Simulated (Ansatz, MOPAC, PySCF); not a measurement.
Members of the series Al-XY, Y = hydroxy; each row names its spin state. Gas-phase values, no solvent. One relaxed conformer stands for each flexible species; it need not be the lowest. Strings in code marks are SMILES.

Quantity: adiabatic spin-state energy, in kcal/mol. Semi-empirical values (MOPAC) are differences of heats of formation. Levels without diffuse functions put anions too high.

Level 1: HSE06/aug-cc-pVTZ // PBE0-D3(BJ)/def2-TZVPD (Ansatz, a program for electronic structure)
Level 2: LC-ωPBE/aug-cc-pVTZ // PBE0-D3(BJ)/def2-TZVPD (Ansatz)
Level 3: PBE-D3(BJ)/def2-TZVPD // PBE0-D3(BJ)/def2-TZVPD (PySCF)
Level 4: PM7 // PBE0-D3(BJ)/def2-TZVPD (MOPAC)

```csv
species,level 1,level 2,level 3,level 4
`C=[CH][Al-][OH]`: multiplicity 3 minus multiplicity 1,21.0,21.4,22.8,-11.9
`[OH][AlH-]`: multiplicity 3 minus multiplicity 1,20.6,20.4,25.4,-36.5
`[C-]#[N+][Al-][OH]`: multiplicity 3 minus multiplicity 1,35.5,34.6,38.1,-16.1
```
